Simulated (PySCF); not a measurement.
**Question.** What does the PBE0-D3(BJ)/def2-SVP structure of MoSeCl4, `[Cl][Mo]([Cl])([Cl])([Cl])=[Se]` look like in three dimensions? (Singlet state.)

**Answer.** 
```
atom  x, y, z in Å
Mo1    0.0106   -0.0153    0.0021
Se2   -0.0127   -0.0180    2.1962
Cl3    2.2343   -0.0193   -0.5427
Cl4    0.0177    2.2023   -0.5664
Cl5   -2.2006   -0.0135   -0.5904
Cl6    0.0138   -2.2323   -0.5681
```

Any rigid rotation of these coordinates is as good. Atoms count from 1 in this order. Mo1 (molybdenum bonded to 4 Cl and Se) is square pyramidal (τ5 = (β − α)/60° = 0.00 from the two widest angles, 151.2° and 151.2° (0 for a square pyramid, 1 for a trigonal bipyramid)). All 4 Cl–Mo bonds measure 2.289 to 2.290 Å.

Bonds between heavy atoms (Å): Mo1–Se2 2.194, Mo1–Cl3 2.290, Mo1–Cl4 2.289, Mo1–Cl5 2.289, Mo1–Cl6 2.289.

Method used: PBE0-D3(BJ)/def2-SVP geometry optimisation, gas phase, def2 core potentials past Kr (PySCF 2.14.0).

Point group: C4v (tolerance 0.08 Å). Whether it is a minimum is left open (no frequencies).
